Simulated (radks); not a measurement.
The numbers below are computed, except where a source is named.
Ar5+, 13 electrons, occupied as [Ne] 3s2 3p1. Level of theory: non-relativistic Kohn-Sham, PBEsol, spin-polarised, spherical densities, point nucleus; open shells are filled with parallel spins first (a radial shooting solver on a logarithmic mesh with Libxc functionals).

Normalised radial functions P(r) = r R(r), r in bohr:

r	2p down	3s up	3p down
0.008923	0.0136	0.1240	0.0052
0.01125	0.0212	0.1496	0.0082
0.01431	0.0333	0.1795	0.0128
0.01804	0.0512	0.2105	0.0197
0.02275	0.0781	0.2419	0.0301
0.02869	0.1179	0.2702	0.0454
0.03618	0.1757	0.2905	0.0677
0.04563	0.2577	0.2957	0.0990
0.05755	0.3703	0.2770	0.1420
0.07258	0.5192	0.2247	0.1982
0.09153	0.7062	0.1308	0.2678
0.1154	0.9259	-0.0067	0.3469
0.1456	1.1607	-0.1781	0.4258
0.1836	1.3787	-0.3567	0.4871
0.2334	1.5379	-0.4999	0.5043
0.2943	1.5776	-0.5380	0.4453
0.3712	1.4724	-0.4251	0.2872
0.4681	1.2269	-0.1452	0.0257
0.5903	0.8914	0.2572	-0.3092
0.7444	0.5482	0.6725	-0.6476
0.9388	0.2755	0.9609	-0.8949
1.184	0.1079	1.0107	-0.9645
1.493	0.0309	0.8149	-0.8283
1.883	0.0059	0.4965	-0.5586
2.375	0.0007	0.2213	-0.2867
2.995	0.0000	0.0681	-0.1055
3.777	0.0000	0.0132	-0.0257

2p down: eigenvalue -319.24 eV, 0 radial nodes, <r> = 0.375 bohr, 90 % of the charge inside 0.619 bohr. 3s up: eigenvalue -99.002 eV, 2 radial nodes at r = 0.114, 0.512 bohr, <r> = 1.22 bohr, 90 % of the charge inside 1.79 bohr. 3p down (empty): eigenvalue -80.679 eV, 1 radial node at r = 0.477 bohr, <r> = 1.29 bohr, 90 % of the charge inside 1.92 bohr.
